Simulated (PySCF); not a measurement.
C2H7ClO2Si.
Bonds: C1–O2, O2–Si3, Si3–Cl4, Si3–O5, O5–C6. Hydrogens: H7, H8, H9 on C1; H10 on Si3; H11, H12, H13 on C6.

Computed by this run: PySCF 2.14.0, PBE0-D3(BJ)/def2-SVP geometry optimisation, gas phase; density fitting, grid level 1; the optimiser is geomeTRIC in internal coordinates, started from a GFN2-xTB structure with every atom displaced at random (about 0.01 Å).

Geometry at step 21:
```
atom  x, y, z in Å
C1     -2.1746   -0.7247   -0.5097
O2     -0.8861   -0.4350   -0.0426
Si3    -0.1226    1.0322    0.0082
Cl4    -0.3906    2.0313   -1.7661
O5      1.4384    0.7224    0.3279
C6      2.3720   -0.2697    0.0201
H7     -2.2681   -1.8175   -0.6294
H8     -2.3853   -0.2480   -1.4819
H9     -2.9494   -0.4020    0.2067
H10    -0.6835    1.9238    1.0454
H11     1.8882   -1.2289   -0.2208
H12     3.0242   -0.4148    0.8930
H13     2.9929    0.0432   -0.8377
```

Q: Give the atomic forces at this geometry.

A: 
```
atom  Fx (eV/Å)  Fy (eV/Å)  Fz (eV/Å)
  C1     -0.030     -0.164      0.038
  O2      0.058      0.258     -0.169
 Si3     -0.158     -0.548      0.318
 Cl4     -0.013      0.018     -0.305
  O5      0.057      0.380      0.222
  C6     -0.112      0.043     -0.156
  H7      0.018      0.098     -0.024
  H8      0.039      0.018     -0.031
  H9     -0.013      0.041      0.028
 H10      0.133     -0.017      0.063
 H11     -0.037     -0.037     -0.019
 H12      0.066     -0.034     -0.005
 H13     -0.008     -0.058      0.040
```

The largest, 0.65 eV/Å, acts on Si3; the rms over all components is 0.155 eV/Å. The forces sum to zero within rounding, as they must for an isolated molecule in no field.

Q: Give the force on Si3 in Eh/bohr and in nN.

A: 0.653 eV/Å ÷ 51.422 = 0.01269 Eh/bohr, and 0.653 eV/Å × 1.602 = 1.05 nN.

Q: How far is this geometry from the end of the optimisation?

A: 0.073 eV above it, and 0.279 Å rms away after alignment. The bonds farthest from their final lengths, with half the difference of the two atoms' forces along the bond (positive lengthens):

| bond | now (Å) | final (Å) | force along bond (eV/Å) |
| --- | --- | --- | --- |
| Si3–Cl4 | 2.054 | 2.073 | +0.40 |
| O2–Si3 | 1.655 | 1.643 | -0.40 |
| Si3–O5 | 1.623 | 1.635 | +0.01 |
| O5–C6 | 1.397 | 1.406 | +0.10 |
| C1–H7 | 1.103 | 1.100 | -0.13 |
| Si3–H10 | 1.478 | 1.476 | +0.02 |

The angle farthest from its final value is Si3–O5–C6, 137.3° against 125.6°.

Of the 3 listed bonds off by 0.010 Å or more, this force points towards the final length in 3.

What follows is the cost of the whole optimisation. Time: 6.0 min; peak memory 0.55 GiB. Hardware: one thread of an Arm Neoverse N1, shared host with 64 logical CPUs at a one-minute load of 61.
